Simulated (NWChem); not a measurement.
System: SiNH2ClF2; SMILES N[Si](F)(F)Cl

NWChem input:

```
start job
memory heap 200 mb stack 900 mb global 1100 mb
geometry units angstroms noautosym nocenter noautoz
  N      1.460483    -1.155169    -0.046500
  Si    -0.015208    -0.342165    -0.001140
  F     -0.881149    -0.754878    -1.285812
  F     -0.797345    -0.768680     1.331868
  Cl     0.054133     1.699732     0.002516
  H      2.003730    -1.222732    -0.898402
  H      2.024414    -1.269910     0.786790
end
basis spherical
  * library 6-31g*
end
dft
  xc hfexch
  iterations 150
  mulliken
end
task dft energy
esp
  recalculate
  probe 0.07
  range 0.3
  factor 1.0
  spacing 0.02
end
task esp
```

Output (shortened):

```
             Northwest Computational Chemistry Package (NWChem) 7.3.0
             --------------------------------------------------------

                             Geometry "geometry" -> ""
                             -------------------------

 Output coordinates in angstroms (scale by  1.889725989 to convert to a.u.)

  No.       Tag          Charge          X              Y              Z
 ---- ---------------- ---------- -------------- -------------- --------------
    1 N                    7.0000     1.46048300    -1.15516900    -0.04650000
    2 Si                  14.0000    -0.01520800    -0.34216500    -0.00114000
    3 F                    9.0000    -0.88114900    -0.75487800    -1.28581200
    4 F                    9.0000    -0.79734500    -0.76868000     1.33186800
    5 Cl                  17.0000     0.05413300     1.69973200     0.00251600
    6 H                    1.0000     2.00373000    -1.22273200    -0.89840200
    7 H                    1.0000     2.02441400    -1.26991000     0.78679000

 Effective nuclear repulsion energy (a.u.)     316.6541604739

  xc_inp: hfexch multiplicative factor not found.

                                 NWChem DFT Module
                                 -----------------

 Summary of "ao basis" -> "ao basis" (spherical)
 ------------------------------------------------------------------------------
       Tag                 Description            Shells   Functions and Types
 ---------------- ------------------------------  ------  ---------------------
 N                           6-31g*                  6       14   3s2p1d
 Si                          6-31g*                  8       18   4s3p1d
 F                           6-31g*                  6       14   3s2p1d
 Cl                          6-31g*                  8       18   4s3p1d
 H                           6-31g*                  2        2   2s

            General Information
            -------------------
          SCF calculation type: DFT
          Wavefunction type:  closed shell.
          No. of atoms     :     7
          No. of electrons :    58
           Alpha electrons :    29
            Beta electrons :    29
          Charge           :     0
          Spin multiplicity:     1
          Use of symmetry is: off; symmetry adaption is: off
          Maximum number of iterations: 150
          AO basis - number of functions:    82
                     number of shells:    38
          Convergence on energy requested:  1.00D-06
          Convergence on density requested:  1.00D-05
          Convergence on gradient requested:  5.00D-04

              XC Information
              --------------
                     Hartree-Fock (Exact) Exchange  1.000

      Superposition of Atomic Density Guess
      -------------------------------------

 Sum of atomic energies:       -1002.30275761

      Non-variational initial energy
      ------------------------------

 Total energy =   -1003.627925
 1-e energy   =   -2019.475703
 2-e energy   =     699.193617
 HOMO         =      -0.362878
 LUMO         =       0.049070

     ---------------------------------------------
      Total Density - Mulliken Population Analysis
     ---------------------------------------------

    Atom       Charge   Shell Charges
 -----------   ------   -------------------------------------------------------
    1 N    7     8.18   2.00  0.81  2.67  0.80  1.89  0.01
    2 Si  14    12.15   2.00  2.00  5.97  0.67  0.98  0.06  0.19  0.28
    3 F    9     9.60   2.00  0.95  3.46  1.00  2.18  0.01
    4 F    9     9.60   2.00  0.95  3.46  1.00  2.18  0.01
    5 Cl  17    17.39   2.00  2.00  5.98  1.37  3.69  0.56  1.78  0.01
    6 H    1     0.54   0.40  0.14
    7 H    1     0.54   0.40  0.14

   convergence    iter        energy       DeltaE   RMS-Dens  Diis-err
 ---------------- ----- ----------------- --------- --------- ---------
 d= 0,ls=0.0,diis     1  -1003.0256675970 -1.32D+03  8.14D-03  7.45D-01
 d= 0,ls=0.0,diis     2  -1003.0903377994 -6.47D-02  2.48D-03  2.01D-01
 d= 0,ls=0.0,diis     3  -1003.1075210388 -1.72D-02  6.32D-04  3.77D-03
 d= 0,ls=0.0,diis     4  -1003.1080844220 -5.63D-04  1.78D-04  2.18D-04
 d= 0,ls=0.0,diis     5  -1003.1081205485 -3.61D-05  4.20D-05  1.54D-05
  Resetting Diis
 d= 0,ls=0.0,diis     6  -1003.1081232138 -2.67D-06  1.56D-05  1.22D-06
 d= 0,ls=0.0,diis     7  -1003.1081235071 -2.93D-07  4.85D-06  1.16D-07

         Total DFT energy =    -1003.108123507106
      One electron energy =    -2021.559585402805
           Coulomb energy =      777.471770845256
    Exchange-Corr. energy =      -75.674469423407
 Nuclear repulsion energy =      316.654160473851

 Numeric. integr. density =        0.000000000000

                       DFT Final Molecular Orbital Analysis
                       ------------------------------------

 Vector   27  Occ=2.000000D+00  E=-4.960291D-01
              MO Center=  3.2D-01,  1.0D+00, -7.4D-03, r^2= 2.7D+00
   Bfn.  Coefficient  Atom+Function         Bfn.  Coefficient  Atom+Function
  ----- ------------  ---------------      ----- ------------  ---------------
    67      0.613660  5 Cl px                71      0.342773  5 Cl px
    63     -0.237692  5 Cl px                 4      0.211222  1 N  py
     8      0.180837  1 N  py                 3      0.114868  1 N  px
    68      0.114721  5 Cl py                 7      0.107927  1 N  px
     6     -0.068572  1 N  s                 72      0.061897  5 Cl py

 Vector   28  Occ=2.000000D+00  E=-4.839107D-01
              MO Center=  3.5D-02,  1.6D+00,  2.9D-03, r^2= 1.4D+00
   Bfn.  Coefficient  Atom+Function         Bfn.  Coefficient  Atom+Function
  ----- ------------  ---------------      ----- ------------  ---------------
    69      0.706914  5 Cl pz                73      0.395870  5 Cl pz
    65     -0.273297  5 Cl pz                36      0.077789  3 F  py
    50     -0.078055  4 F  py                40      0.066359  3 F  py
    54     -0.066623  4 F  py                23      0.049894  2 Si pz
    29      0.042136  2 Si d -1              35      0.031901  3 F  px

 Vector   29  Occ=2.000000D+00  E=-4.456665D-01
              MO Center=  1.0D+00, -4.2D-01, -3.3D-02, r^2= 3.0D+00
   Bfn.  Coefficient  Atom+Function         Bfn.  Coefficient  Atom+Function
  ----- ------------  ---------------      ----- ------------  ---------------
     4      0.474364  1 N  py                 8      0.431710  1 N  py
    67     -0.354814  5 Cl px                71     -0.201143  5 Cl px
    68      0.156936  5 Cl py                 3      0.152686  1 N  px
     7      0.141754  1 N  px                63      0.136330  5 Cl px
    72      0.095793  5 Cl py                32      0.065055  2 Si d  2

 Vector   30  Occ=0.000000D+00  E= 1.632261D-01
              MO Center=  1.1D+00, -4.9D-01, -4.8D-02, r^2= 4.8D+00
   Bfn.  Coefficient  Atom+Function         Bfn.  Coefficient  Atom+Function
  ----- ------------  ---------------      ----- ------------  ---------------
    24      1.514556  2 Si s                  6     -1.342906  1 N  s
    82      0.591272  7 H  s                 80      0.580556  6 H  s
    70     -0.483862  5 Cl s                 72      0.456700  5 Cl py
    25      0.295741  2 Si px                38     -0.259431  3 F  s
    52     -0.249393  4 F  s                 26      0.179939  2 Si py

 Vector   31  Occ=0.000000D+00  E= 2.055746D-01
              MO Center=  2.2D-01, -2.4D-01,  2.0D-02, r^2= 4.4D+00
   Bfn.  Coefficient  Atom+Function         Bfn.  Coefficient  Atom+Function
  ----- ------------  ---------------      ----- ------------  ---------------
    27      1.210709  2 Si pz                52     -0.461150  4 F  s
    38      0.424531  3 F  s                 23      0.290278  2 Si pz
    73     -0.286509  5 Cl pz                80      0.282274  6 H  s
    82     -0.275303  7 H  s                 69     -0.190758  5 Cl pz
    39      0.127487  3 F  px                53     -0.125550  4 F  px

[...]

                     NWChem Electrostatic Potential Fit Module
                     -----------------------------------------

 Atom parameters

 Number of atoms is                                    7
 Number of basis functions is                         82

 Grid parameters

 Maximum number of grid points is                  34498
 Number of grid points is                          34497
 Grid range                                     0.300000 nm
 Grid spacing                                   0.020000 nm
 Probe radius                                   0.070000 nm
 Atom radius factor                             1.000000

 Atomic radii

    1    0.100000
    7    0.140000
    9    0.128000
   14    0.187000
   17    0.169000
 FASTESP  F
  using M.O. file = ./job.movecs

    Atom              Coordinates                           Charge

                                                  ESP

    1 N     0.146048   -0.115517   -0.004650   -1.091009
    2 Si   -0.001521   -0.034217   -0.000114    1.315993
    3 F    -0.088115   -0.075488   -0.128581   -0.367037
    4 F    -0.079735   -0.076868    0.133187   -0.366970
    5 Cl    0.005413    0.169973    0.000252   -0.319917
    6 H     0.200373   -0.122273   -0.089840    0.414430
    7 H     0.202441   -0.126991    0.078679    0.414510
                                            ------------
                                               -0.000000

 Dipole moment                                  1.298516

 Quadrupole moment Qxx                          6.140491
                   Qyy                         -8.221066
                   Qzz                          2.080576

 RMS deviation kJ/mol                           0.067743

 RRMS %                                        22.202474
```

Level: Hartree-Fock/6-31G* (spherical d). All runs use the structure optimised with PBE0/def2-SVP.
